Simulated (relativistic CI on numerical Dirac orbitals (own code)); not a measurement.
# Crystal-field levels of Rh⁷⁺, 4d2

Calculated by Dirac-Coulomb-Breit CI, orbitals from a KLI potential per configuration, model QED (radiative potential, 1s self-energy scaled to tabulated hydrogen-like ionisation energies), valence Slater integrals scaled by 0.9, one configuration in a parametric crystal field (own radial code). With so little scaling, terms lie 10 to 35 % too far apart, which can change the order of excited levels.

Field parameters in Wybourne normalisation: Td as Oh with Dq negative (B⁴₀ = 21Dq, B⁴₄ = √(5/14) B⁴₀). The field is a parameter set, without covalency.

S is read from ⟨S²⟩ = S(S + 1).

Site symmetry Td; labels are those of the double group. Computed levels in cm⁻¹ above the lowest, in rising order:

| Δ (size of 10Dq) | Lowest | No. 2 | No. 3 | No. 4 | No. 5 | No. 6 | No. 7 | No. 8 |
| --- | --- | --- | --- | --- | --- | --- | --- | --- |
| 3800 | T2 | 2800 E | 4879 A2 | 5373 T2 | 5561 T1 | 8700 T2 | 9888 E | 10712 T1 |
| 6800 | T2 | 5658 E | 7155 A2 | 7658 T2 | 8048 T1 | 12341 T2 | 13325 E | 14581 T1 |
| 9850 | T2 | 8537 E | 9841 A2 | 10303 T2 | 10848 T1 | 16529 T2 | 16622 E | 18244 E |
| 12850 | T2 | 11109 E | 12635 A2 | 13067 T2 | 13709 T1 | 17809 E | 20607 T2 | 21480 E |
| 15900 | T2 | 13182 E | 15549 A2 | 15963 T2 | 16670 T1 | 18963 E | 24366 A1 | 24560 T2 |
| 18950 | T2 | 14469 E | 18505 A2 | 18907 T2 | 19659 T1 | 20819 E | 26317 A1 | 28301 T2 |

Ground-state S against |10Dq| in cm⁻¹: 3800: 0.99, 6800: 0.99, 9850: 1.00, 12850: 1.00, 15900: 1.00, 18950: 1.00.

No abrupt spin change occurs in this range.
